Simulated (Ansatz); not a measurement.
Geometry optimisation, Ansatz, RKS r2SCAN/def2-SVP.

Input file:

```yaml
crystal:
  periodic: [false, false, false]
  atoms:
    - { symbol: Si, position_ang: [-0.1927, -0.092914, -0.086797] }
    - { symbol: S, position_ang: [1.322464, 1.326148, 0.505829] }
    - { symbol: O, position_ang: [0.107116, -1.394301, 0.878567] }
    - { symbol: H, position_ang: [0.793996, -1.099353, 1.494228] }
    - { symbol: O, position_ang: [-1.686097, 0.570097, 0.133722] }
    - { symbol: O, position_ang: [-0.065622, -0.544738, -1.663142] }
    - { symbol: H, position_ang: [2.331735, 0.593979, -0.023319] }
    - { symbol: H, position_ang: [-1.994446, 0.686181, 1.041201] }
    - { symbol: H, position_ang: [-0.616547, -0.045099, -2.280289] }
basis:
  gaussian: { orbitals: def2-SVP }
hamiltonian:
  xc: r2scan
relax:
  f_tol: 0.03
  max_steps: 50
```

Launched with:

```bash
$ ansatz run input.yaml --threads 2 --pin off --max-ram 3072MiB --backend cpu --events-out ev --progress --plain --runs-dir out
```

**Question.** Where does it end, and by what steps?

**Answer.** The forces met the threshold. After 15 steps the energy has fallen by 0.102 eV; H8 moved furthest, 0.64 Å.

| step | energy less start (eV) | largest force component (eV/Å) | accepted |
| --- | --- | --- | --- |
| 0 | 0.0000 | 0.325 | yes |
| 1 | -0.0296 | 0.379 | yes |
| 2 | -0.0394 | 0.354 | yes |
| 3 | 0.0042 | 1.699 | no |
| 4 | -0.0416 | 0.945 | yes |
| 5 | -0.0659 | 0.062 | yes |
| 6 | -0.0749 | 0.130 | yes |
| 7 | -0.0738 | 0.527 | no |
| 8 | -0.0777 | 0.056 | yes |
| 9 | -0.0851 | 0.126 | yes |
| 10 | -0.0893 | 0.185 | yes |
| 11 | -0.0940 | 0.148 | yes |
| 12 | -0.0847 | 0.435 | no |
| 13 | -0.1017 | 0.086 | yes |
| 14 | -0.1020 | 0.098 | yes |
| 15 | -0.1022 | 0.008 | yes |

```xyz
9
Properties=species:S:1:pos:R:3
Si -0.107 -0.021 0.014
S 1.418 1.461 0.230
O 0.193 -1.407 0.860
H 0.494 -1.271 1.766
O -1.439 0.801 0.550
O -0.259 -0.590 -1.529
H 2.362 0.662 -0.317
H -2.246 0.276 0.623
H -0.417 0.087 -2.197
```

Whether the end is a true minimum wasn't checked by a vibrational analysis.

The run took 32 s on 2 threads of Intel(R) Xeon(R) Platinum 8488C (Sapphire Rapids) (shared host), peak memory 0.17 GiB.
